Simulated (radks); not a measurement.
The numbers below are computed, except where a source is named.
Problem. Species: Cs XLV. Configuration: [Ne] 3s1. Code: a radial shooting solver on a logarithmic mesh with Libxc functionals. Model: scalar-relativistic Kohn-Sham, PBE, spin-unpolarised, spherical densities, finite nucleus; Fermi nuclear charge, rms radius 4.8041 fm. Some entries of the table are withheld. Estimate them.

orbital,occ.,eigenvalue (hartree),<r> (bohr)
1s,2,-1425.424,0.02609
2s,2,-309.5779,0.1101
2p,6,-289.5933,0.09612
3s,1,(1),0.2637
3p,0,-120.6628,0.2548
4s,0,(2),0.4844

Solution. 
(1) 3s eigenvalue (hartree): -126.7709
(2) 4s eigenvalue (hartree): -68.46319
